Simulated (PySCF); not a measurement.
## Deuteron quadrupole couplings in `CCCPc1ccccc1`

C9H13P.
Numbering: `[CH3:1][CH2:2][CH2:3][PH:4][c:5]1[cH:6][cH:7][cH:8][cH:9][cH:10]1` (hydrogens: H11, H12, H13 on C1; H14, H15 on C2; H16, H17 on C3; H18 on P4; H19 on C6; H20 on C7; H21 on C8; H22 on C9; H23 on C10)

Geometry (GFN2-xTB, Å), atoms numbered from 1 in this order:
```xyz
23
C9H13P angstrom
C     -3.7903   -0.4368    0.7973
C     -2.8384    0.6519    0.3180
C     -1.3818    0.2209    0.4526
P     -0.2320    1.5855   -0.0958
C      1.2937    0.5813   -0.2063
C      1.9873    0.2997    0.9670
C      3.1481   -0.4500    0.9321
C      3.6373   -0.9120   -0.2792
C      2.9606   -0.6230   -1.4522
C      1.7940    0.1198   -1.4178
H     -4.8240   -0.1194    0.6805
H     -3.6444   -1.3500    0.2237
H     -3.6156   -0.6610    1.8475
H     -3.0494    0.8875   -0.7286
H     -2.9997    1.5638    0.8981
H     -1.1520   -0.0024    1.4992
H     -1.1873   -0.6811   -0.1354
H     -0.5533    1.4763   -1.4566
H      1.6085    0.6761    1.9082
H      3.6770   -0.6712    1.8480
H      4.5472   -1.4936   -0.3095
H      3.3416   -0.9802   -2.3984
H      1.2681    0.3446   -2.3363
```

Level: PBE0/pcSseg-1 (PySCF, non-relativistic); Q(2H) = 0.00286 b; rigid geometry, the same for H and D, with no vibrational averaging.

Question: Rank these positions by the coupling χzz of a deuteron there, largest first.
A. H22 (aromatic hydrogen)
B. H18 (P–H hydrogen)
C. H17 (methylene hydrogen)
D. H12 (methyl hydrogen)

Answer: A (219 kHz), D (211 kHz), C (202 kHz), B (129 kHz).

Question: Give the electric field gradient Vzz (the principal value of largest size), its asymmetry and the 2H coupling at each hydrogen.

Answer: 
| atom | bonded to | bond length (Å) | Vzz (au) | η | χzz (kHz) |
| --- | --- | --- | --- | --- | --- |
| H11 | C1 | 1.088 | 0.3162 | 0.02 | 212 |
| H12 | C1 | 1.088 | 0.3137 | 0.02 | 211 |
| H13 | C1 | 1.088 | 0.3143 | 0.02 | 211 |
| H14 | C2 | 1.093 | 0.3010 | 0.03 | 202 |
| H15 | C2 | 1.093 | 0.3011 | 0.02 | 202 |
| H16 | C3 | 1.095 | 0.3022 | 0.02 | 203 |
| H17 | C3 | 1.094 | 0.3011 | 0.02 | 202 |
| H18 | P4 | 1.402 | 0.1921 | 0.10 | 129 |
| H19 | C6 | 1.082 | 0.3219 | 0.07 | 216 |
| H20 | C7 | 1.080 | 0.3266 | 0.06 | 220 |
| H21 | C8 | 1.080 | 0.3272 | 0.06 | 220 |
| H22 | C9 | 1.081 | 0.3260 | 0.06 | 219 |
| H23 | C10 | 1.082 | 0.3227 | 0.07 | 217 |

Question: Average by the element that carries the hydrogen.

Answer: on C: 211 kHz over 12 positions, mean bond length 1.087 Å; on P: 129 kHz over 1 position, mean bond length 1.402 Å.

Question: How does χzz go with the bond length over the 12 C–H bonds?

Answer: A straight-line fit has a slope of -12.4 kHz for each 0.01 Å, with a correlation coefficient of -0.99, over lengths from 1.080 to 1.095 Å. The longer bonds have the smaller couplings here.

One conformer (not necessarily the lowest) at the GFN2-xTB geometry, without solvent, vibrations or thermal averaging. GFN2-xTB bond lengths can be off by several hundredths of an ångström, more for odd bonds, and the gradients follow them. A larger basis could move these couplings by a tenth or more.

These values come from a run that also computed NMR shieldings. The run took 52 s of wall time on an Arm Neoverse V1 with one thread, on a shared host, and the process peaked at 1.1 GiB of memory.
